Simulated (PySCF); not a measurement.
# Electron correlation in Cu⁺ (copper, charge +1)

[Ar] 3d9 4s1, high-spin 3D determinant (an excited configuration). All numbers are calculated (PySCF 2.14, the spin-free X2C one-electron Hamiltonian (Gaussian nucleus), in aug-cc-pVTZ-DK (8s7p5d3f2g, 93 functions)). Frozen: [Ar]; 10 electrons correlated.

```json
{"level": "CCSD", "correlation energy (mhartree)": "-358.09"}
{"level": "(T)", "correlation energy (mhartree)": "-11.22"}
{"level": "CCSD(T)", "correlation energy (mhartree)": "-369.31"}
```

Diagnostics: T1 = 0.013, D1 = 0.0362, largest double amplitude 0.018.

Cost of the coupled-cluster step: about 50 core-seconds, for 10 correlated electrons.

Iterations:

```
CC2 = 0
CCSD nocc = (np.int64(6), np.int64(4)), nmo = (84, 84)
frozen orbitals [[0, 1, 2, 3, 4, 5, 6, 7, 8], [0, 1, 2, 3, 4, 5, 6, 7, 8]]
max_cycle = 100
direct = 0
conv_tol = 1e-08
conv_tol_normt = 1e-06
diis_space = 8
diis_start_cycle = 0
Init t2, MP2 energy = -0.386228333691532
Init E_corr(UCCSD) = -0.386228333694408
cycle = 1  E_corr(UCCSD) = -0.348015486935005  dE = 0.0382128468  norm(t1,t2) = 0.0673556
cycle = 2  E_corr(UCCSD) = -0.359504959737727  dE = -0.0114894728  norm(t1,t2) = 0.0245069
cycle = 3  E_corr(UCCSD) = -0.357663420677623  dE = 0.00184153906  norm(t1,t2) = 0.0124181
cycle = 4  E_corr(UCCSD) = -0.357920167574992  dE = -0.000256746897  norm(t1,t2) = 0.0033674
cycle = 5  E_corr(UCCSD) = -0.358090564091058  dE = -0.000170396516  norm(t1,t2) = 0.000731235
cycle = 6  E_corr(UCCSD) = -0.358101014914478  dE = -1.04508234e-05  norm(t1,t2) = 0.000360344
cycle = 7  E_corr(UCCSD) = -0.358083620622226  dE = 1.73942923e-05  norm(t1,t2) = 0.000117354
cycle = 8  E_corr(UCCSD) = -0.35808965147978  dE = -6.03085755e-06  norm(t1,t2) = 4.2299e-05
cycle = 9  E_corr(UCCSD) = -0.358089047188328  dE = 6.04291452e-07  norm(t1,t2) = 1.48916e-05
cycle = 10  E_corr(UCCSD) = -0.358088432104521  dE = 6.15083807e-07  norm(t1,t2) = 5.76058e-06
cycle = 11  E_corr(UCCSD) = -0.358088562458841  dE = -1.3035432e-07  norm(t1,t2) = 3.00506e-06
cycle = 12  E_corr(UCCSD) = -0.358088588668583  dE = -2.62097419e-08  norm(t1,t2) = 1.40247e-06
cycle = 13  E_corr(UCCSD) = -0.358088570703345  dE = 1.79652379e-08  norm(t1,t2) = 6.59471e-07
cycle = 14  E_corr(UCCSD) = -0.358088610046797  dE = -3.93434517e-08  norm(t1,t2) = 3.75234e-07
cycle = 15  E_corr(UCCSD) = -0.358088593179903  dE = 1.68668942e-08  norm(t1,t2) = 1.51131e-07
cycle = 16  E_corr(UCCSD) = -0.358088583669099  dE = 9.51080381e-09  norm(t1,t2) = 6.94034e-08
UCCSD converged
E(UCCSD) = -1653.241285125999  E_corr = -0.3580885836690991
UCCSD(T) correction = -0.0112175095503902
```
